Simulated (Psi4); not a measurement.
Relaxed torsion scan: SMILES N#CC[SiH2]c1ccco1, singlet. Scanned: dihedral C2–C3–Si4–C5; all other coordinates were relaxed at GFN2-xTB. Points at φ and −φ are mirror images.

Geometry of the scan point at -20° (Å):
```
16

N      2.7612     2.2235    -0.3547
C      2.6078     1.1491     0.0098
C      2.4173    -0.1888     0.4646
Si     0.9673    -1.1245    -0.3951
C     -0.2661     0.0237    -1.1994
C     -0.3027     1.3476    -1.5541
C     -1.5519     1.5678    -2.1731
C     -2.1925     0.3660    -2.1554
O     -1.4321    -0.5686    -1.5746
H      3.3440    -0.7408     0.3056
H      2.2373    -0.1487     1.5405
H      1.5612    -2.0048    -1.4111
H      0.3036    -1.9224     0.6420
H      0.4700     2.0703    -1.3907
H     -1.9207     2.4896    -2.5738
H     -3.1578     0.0637    -2.5122
```

Method: PBE-D3(BJ)/def2-SVP // GFN2-xTB (Psi4).

Scanned values (°): -160, -140, -120, -100, -80, -60, -40, -20, 0, 20, 40, 60, 80, 100, 120, 140, 160, 180.

### Question
Describe the profile: where are the wells and the tops?

### Answer
Lower than their neighbours: -60° (0.0 kcal/mol), 60° (0.0 kcal/mol), 180° (0.9 kcal/mol). Higher than their neighbours: -120° (2.7 kcal/mol), 0° (1.8 kcal/mol), 120° (2.7 kcal/mol). The whole profile spans 2.7 kcal/mol.
